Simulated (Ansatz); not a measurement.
Start from `[OH][GaH][GaH2]` and change one atom or group to get `[GaH2][GaH2]`.

Ansatz, PBE0-D4/def2-TZVP geometries, multiplicity 1. Each molecule was computed in one conformer, which needn't be the lowest.

Scalar relativity is left out up to krypton.

```json
{"property": "LUMO energy (ωB97M-V/def2-TZVPP) / eV", "`[OH][GaH][GaH2]`": "-0.41"}
{"property": "HOMO energy (PBE0/def2-TZVPP) / eV", "`[OH][GaH][GaH2]`": "-7.24"}
{"property": "HOMO–LUMO gap (PBE0/def2-TZVPP) / eV", "`[OH][GaH][GaH2]`": "5.11"}
{"property": "HOMO energy (ωB97M-V/def2-TZVPP) / eV", "`[OH][GaH][GaH2]`": "-9.26"}
{"property": "LUMO energy (PBE0/def2-TZVPP) / eV", "`[OH][GaH][GaH2]`": "-2.13"}
{"property": "zero-point energy (PBE0-D4/def2-TZVP) / kJ/mol", "`[OH][GaH][GaH2]`": "88.2"}
```

What does the change do to each property? (Estimate.)

The calculation gave: 
```
                                      property  `[GaH2][GaH2]`  shift
         LUMO energy (ωB97M-V/def2-TZVPP) / eV           -0.29   0.12
            HOMO energy (PBE0/def2-TZVPP) / eV           -7.06   0.18
          HOMO–LUMO gap (PBE0/def2-TZVPP) / eV            5.06  -0.05
         HOMO energy (ωB97M-V/def2-TZVPP) / eV           -9.05   0.21
            LUMO energy (PBE0/def2-TZVPP) / eV           -2.00   0.13
zero-point energy (PBE0-D4/def2-TZVP) / kJ/mol            67.9  -20.3
```

With PBE0 the HOMO rises by 0.18 eV and the LUMO rises by 0.13 eV, so the gap narrows by about 0.05 eV. PBE moves the HOMO by 0.13 eV and ωB97M-V by 0.21 eV. The zero-point energy changes by -20.3 kJ/mol with -3 modes.
